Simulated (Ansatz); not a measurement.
`FC(F)C(F)(C(F)F)C(F)(F)F` + fluoromethane → `FCC(F)(C(F)F)C(F)(F)F` + difluoromethane  (formal exchange of groups at a C–C bond)

Program: Ansatz. Geometries: PBE0-D4/def2-TZVP. ΔE: electronic, gas phase. CBS: MP2 limit from def2 TZ/QZ plus the TZ coupled-cluster correction, frozen cores. This one scheme is used for every species. DFT in def2-TZVPP. B3LYP here is the variant with VWN-RPA as its local correlation; programs differ in this. Each species was taken in one conformer, which may not be the lowest.

(1) Is it downhill or uphill in electronic energy at CCSD(T)/CBS, and by how much? (Best estimate.)

(2) What do these levels give: BLYP-D4, r2SCAN-D4, B97M-V, B3LYP-D4, r2SCAN0-D4, r2SCANh, BHLYP, RPA@PBE/def2-TZVPP, CCSD/def2-SVP, SCS-MP2/def2-TZVPP, SCS-MP2/def2-QZVPP, CCSD/CBS(def2)? (An estimate is asked.)

(3) What do rigid-rotor, harmonic-oscillator terms from PBE0-D4/def2-TZVP frequencies (298.15 K, 1 bar) make of the CCSD(T)/CBS value? (Estimate.)

Largest T1 diagnostic among the species: 0.012.

Answers

(1) Computed: Downhill: ΔE = -4.4 kcal/mol.

(2) Ansatz gave: BLYP-D4 -4.2, r2SCAN-D4 -3.6, B97M-V -3.2, B3LYP-D4 -4.3, r2SCAN0-D4 -3.9, r2SCANh -3.8, BHLYP -4.8, RPA@PBE/def2-TZVPP -4.1, CCSD/def2-SVP -3.9, SCS-MP2/def2-TZVPP -4.8, SCS-MP2/def2-QZVPP -4.8, CCSD/CBS(def2) -4.6 kcal/mol.

(3) Computed: ΔZPE = +0.9 kcal/mol, ΔH = -3.8 kcal/mol, ΔS = 6 J/(mol·K), ΔG = -4.3 kcal/mol. Modes under 50 cm⁻¹ make the entropy rough.

At CCSD(T), def2-SVP lies +0.8 kcal/mol from the extrapolated value and def2-TZVPP +0.1 kcal/mol. Leaving LDA and LC-ωPBE aside and taking each functional with its dispersion term where it has one, the values, not all of them listed here, spread over 1.4 kcal/mol, from B2PLYP to B97M-V. LDA lies +0.9 kcal/mol from PBE without D4.
